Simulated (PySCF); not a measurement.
How methods differ on the excitation energy of Bi

Bi [Xe] 4f14 5d10 6s2 6p3 (4S) → Bi [Xe] 4f14 5d10 6s1 6p3 7s1 (6S), as a difference of total energies. Calculation: PySCF 2.14, in aug-cc-pVQZ-PP with ECP60MDF (7s7p5d3f2g, 92 functions); a scalar-relativistic core potential. Correlated levels: valence: 5s2 5p6 5d10 frozen. The calculations carry no spin-orbit coupling.

| method | excitation energy (eV) |
| --- | --- |
| UHF | 11.252 |
| LDA | 13.978 |
| PBE | 13.611 |
| PBE0 | 13.304 |
| r2SCAN | 13.364 |
| CAM-B3LYP | 13.679 |
| B3LYP | 13.700 |
| wB97M-V | 13.101 |
| LC-wPBE | 13.254 |
| MP2 (valence) | 12.157 |
| SCS-MP2 (valence) | 12.508 |

Question: How much does correlation contribute at MP2 (valence)?

Answer: 12.157 − (11.252) = 0.905 eV, measured against UHF.

Spin-orbit coupling is strong in these open shells (close to jj coupling). The scalar numbers leave it out and a first-order estimate fails, so it can dominate the gap to the real levels.

The upper state lies above the first ionisation limit. A Rydberg-like electron needs more diffuse functions than a valence basis has.

The promoted electron is Rydberg-like, and one or two diffuse shells describe it only roughly, which tends to raise the upper state.
